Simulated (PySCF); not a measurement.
# Polarisability and C₆ of N⁺ (nitrogen, charge +1)

[He] 2s2 2p2, high-spin 3P determinant. All numbers are calculated (PySCF 2.14, the non-relativistic Hamiltonian (point nucleus), in aug-cc-pVDZ (4s3p2d, 23 functions)). Coupled (time-dependent) response in atomic units; α is the mean over directions. A double-zeta set is small for polarisabilities.

| method | mean α (bohr³) | α xx, yy, zz | C₆ (like pair) | S(−4) |
| --- | --- | --- | --- | --- |
| UHF | 3.948 | 4.021, 3.912, 3.912 | 8.389 | 12.92 |
| PBE | 3.877 | 3.911, 3.860, 3.860 | 8.443 | 9.968 |
| PBE0 | 3.854 | 3.903, 3.830, 3.830 | 8.347 | 10.10 |
| TPSSh | 3.895 | 3.933, 3.876, 3.876 | 8.529 | 10.24 |
| LC-wPBE | 3.860 | 3.913, 3.833, 3.833 | 8.365 | 10.09 |

S(−4) is the Cauchy moment in α(ω) = α(0) + S(−4) ω² + …

α(iu) at PBE:

```csv
u (hartree),α(iu) (bohr³)
0,3.877
0.0500,3.852
0.100,3.781
0.200,3.534
0.300,3.213
0.500,2.562
0.750,1.916
1.00,1.457
1.50,0.8998
2.00,0.6009
3.00,0.3166
5.00,0.1293
```

For an ion, C₆ is the dispersion term alone; charge-induced terms of lower order in 1/R come first.

The components differ because the open shell of this determinant is not spherical; for a pure term their mean is the scalar polarisability.
